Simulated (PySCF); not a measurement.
ClH2MoNS2, SMILES [NH]=[Mo](=[S])([SH])[Cl], multiplicity 1.

Geometry: PBE0-D3(BJ)/def2-SVP. The multiplicity is an assumed one; no other spin state was optimised. The structure was generated by enumeration; whether it is a known compound was not checked. The def2 effective core potentials stand for the cores of Mo; spin–orbit coupling is left out. One conformer was computed; it need not be the lowest.

Calculation: TDDFT-CAM-B3LYP/def2-SVPD (PySCF).

Vertical excitations. Isolated molecule, no solvent.

```
state  energy (eV)  λ (nm)      f                                                                  main pairs
-----  -----------  ------  -----  --------------------------------------------------------------------------
S1            3.08     402  0.000                                        HOMO−1→LUMO+1 69 %, HOMO−1→LUMO 15 %
S2            3.26     381  0.003                                          HOMO−1→LUMO 70 %, HOMO→LUMO+1 20 %
S3            3.39     366  0.030                                          HOMO→LUMO 71 %, HOMO−1→LUMO+1 15 %
S4            3.80     326  0.021                                                            HOMO→LUMO+1 59 %
S5            4.23     293  0.004    HOMO−2→LUMO 42 %, HOMO−2→LUMO+1 22 %, HOMO−1→LUMO+2 7 %, HOMO−3→LUMO 7 %
S6            4.36     285  0.012  HOMO−2→LUMO 22 %, HOMO−2→LUMO+1 18 %, HOMO−1→LUMO+2 15 %, HOMO→LUMO+2 12 %
S7            4.39     283  0.001                                        HOMO−3→LUMO 58 %, HOMO−2→LUMO+1 17 %
S8            4.47     278  0.001                    HOMO−1→LUMO+2 56 %, HOMO−3→LUMO 16 %, HOMO−2→LUMO+1 12 %
S9            4.59     270  0.012                       HOMO→LUMO+3 50 %, HOMO−1→LUMO+3 11 %, HOMO−4→LUMO 9 %
S10           4.64     267  0.015                                                            HOMO→LUMO+2 63 %
T1            2.68     463      0       HOMO→LUMO 36 %, HOMO→LUMO+1 34 %, HOMO−1→LUMO 13 %, HOMO−2→LUMO+1 6 %
T2            2.76     449      0                                          HOMO−1→LUMO+1 71 %, HOMO→LUMO 19 %
T3            2.86     433      0                                                            HOMO−1→LUMO 77 %
T4            2.93     423      0     HOMO→LUMO 39 %, HOMO→LUMO+1 32 %, HOMO−1→LUMO+1 20 %, HOMO−2→LUMO+1 6 %
```
Triplets are in the Tamm–Dancoff approximation, which puts them higher than full response would, so one can lie above its singlet here.
